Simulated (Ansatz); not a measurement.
`B[AsH]N` + CH₃NH₂ → `CN[AsH]N` + BH₃ at 400 K and 1 bar (cleavage of the As–B bond).

Computed with Ansatz on PBE0-D4/def2-TZVP structures; ΔE is electronic, products minus reactants. CCSD(T)/CBS adds triple-zeta CCSD(T) − MP2 to the extrapolated MP2 energy (def2 sets, frozen cores). This one scheme is used for every species. For As outer-core shells are correlated without core-valence functions, which leaves a few kJ/mol of doubt a bond. Scalar relativity is left out up to krypton. Each species was taken in one conformer, which may not be the lowest.

| species | CCSD(T)/CBS energy (Eh) | H − E (kJ/mol) | S (J/(mol·K)) |
| --- | --- | --- | --- |
| `B[AsH]N` | -2317.47891 | 169.3 | 330.7 |
| CH₃NH₂ | -95.75281 | 185.4 | 256.0 |
| `CN[AsH]N` | -2386.66395 | 263.7 | 372.4 |
| BH₃ | -26.55200 | 82.6 | 199.4 |

H − E and S are ideal-gas, rigid-rotor, harmonic terms from PBE0-D4/def2-TZVP, for one conformer and one mirror image of each species. 1 Eh = 2625.50 kJ/mol, R = 8.31446 J/(mol·K).

Question: By hand: ΔE, ΔH, ΔS and ΔG.

Answer: ΔE = (-2386.66395) + (-26.55200) − (-2317.47891) − (-95.75281) = 0.01577 Eh = 41.4 kJ/mol. Δ(H − E) = 263.7 + 82.6 − 169.3 − 185.4 = -8.4, so ΔH = 33.0 kJ/mol. ΔS = 372.4 + 199.4 − 330.7 − 256.0 = -14.9 J/(mol·K). ΔG = 33.0 − 400 × (-14.9)/1000 = 39.0 kJ/mol.

Question: By hand: the equilibrium constant, and the temperature at which ΔG would vanish if ΔH and ΔS stayed fixed.

Answer: log₁₀ K = −ΔG/(RT ln 10) = -5.1. ΔH and −TΔS have one sign here, so there is no such temperature.

The number of gas molecules stays the same, so ΔS is small and ΔH decides. A doubt of 5 kJ/mol in ΔE shifts log₁₀ K by 0.7 here. Other conformers and mirror images would add mixing entropy, several J/(mol·K) or more a flexible species. These are equilibria of isolated gas molecules and say nothing of rates. Largest T1 diagnostic: 0.014 (customary marks: 0.02 for closed shells, 0.045 for open ones).
